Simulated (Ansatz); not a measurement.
Reactions of CH6GeO2Si, SMILES `[GeH3][CH]1O[SiH2]O1`.

Calculated with Ansatz (gas phase, PBE0-D4/def2-TZVP geometries, no zero-point term in ΔE). CBS: MP2 limit from def2 TZ/QZ plus the TZ coupled-cluster correction, frozen cores. This one scheme is used for every species. Functionals use def2-TZVPP. B3LYP here is the variant with VWN-RPA as its local correlation; programs differ in this. For Ge outer-core shells are correlated without core-valence functions, which leaves a few kJ/mol of doubt a bond. Scalar relativity is left out up to krypton. Each species was taken in one conformer, which may not be the lowest.

```
                                                                           reaction  B3LYP-D4 (eV)  ωB97X-V (eV)  PBE0-D4 (eV)  r2SCAN-D4 (eV)  CCSD(T)/CBS(def2) (eV)
                              `[GeH3][CH]1O[SiH2]O1` + HCl → `ClC1O[SiH2]O1` + GeH₄           0.05          0.03          0.02           -0.01                    0.12
`[GeH3][CH]1O[SiH2]O1` + `N[SiH2][SiH3]` → `[SiH3][SiH2][NH][GeH3]` + `C1O[SiH2]O1`          -0.39         -0.41         -0.38           -0.37                   -0.41
           `[GeH3][CH]1O[SiH2]O1` + `CC(F)Cl` → `C[C](F)(Cl)[GeH3]` + `C1O[SiH2]O1`           0.04          0.02          0.03            0.02                    0.00
                               `[GeH3][CH]1O[SiH2]O1` → `[OH][GeH]1[CH2][SiH2][O]1`          -1.77         -1.78         -1.83           -1.87                   -1.93
```

Largest T1 diagnostic: 0.013, for `[GeH3][CH]1O[SiH2]O1`.
